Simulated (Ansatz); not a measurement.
Program: Ansatz.

Input:

```yaml
crystal:
  periodic: [false, false, false]
  atoms:
    - { symbol: Si, position_ang: [-0.40023, 1.666974, -0.900157] }
    - { symbol: B, position_ang: [-0.253709, -0.407195, -0.659183] }
    - { symbol: Si, position_ang: [0.458668, -1.153665, 1.076882] }
    - { symbol: Cl, position_ang: [-0.799364, -1.335521, -2.077984] }
    - { symbol: H, position_ang: [-0.916481, 2.361254, -2.143029] }
    - { symbol: H, position_ang: [0.01123, 2.640184, 0.181573] }
    - { symbol: H, position_ang: [1.831083, -0.530531, 1.26863] }
    - { symbol: H, position_ang: [0.497234, -2.655057, 1.080955] }
    - { symbol: H, position_ang: [-0.42843, -0.586442, 2.172313] }
total_charge: 1
basis:
  gaussian: { orbitals: "6-31G" }
hamiltonian:
  xc: pbe
neb:
  order_check: false
  images: 7
  f_tol: 0.05
  max_iterations: 6
  initial_path: idpp
  final_atoms:
    - { symbol: Si, position_ang: [-0.67155231, 1.42722745, -0.76460643] }
    - { symbol: B, position_ang: [-0.30487187, -0.47759591, -1.01984153] }
    - { symbol: Si, position_ang: [0.56432377, -0.81085608, 0.88657689] }
    - { symbol: Cl, position_ang: [-0.48062893, -1.71889262, -2.22244895] }
    - { symbol: H, position_ang: [0.48003834, 2.40251354, -0.80775963] }
    - { symbol: H, position_ang: [-1.7995389, 1.84473431, 0.14761202] }
    - { symbol: H, position_ang: [1.95508569, -1.27767961, 0.54254079] }
    - { symbol: H, position_ang: [-0.35851955, -1.83127636, 1.5021326] }
```

Run as:

```bash
$ ansatz run input.yaml --threads 1 --pin off --max-ram 2048MiB --backend cpu --events-out ev --progress --plain --runs-dir out
```

Task: Does this input run?

Result: The program refused the input.

```
Error: invalid value for `neb.final_atoms`: lists 8 atoms but crystal.atoms has 9 — the final endpoint must contain the same atoms in the same order
```
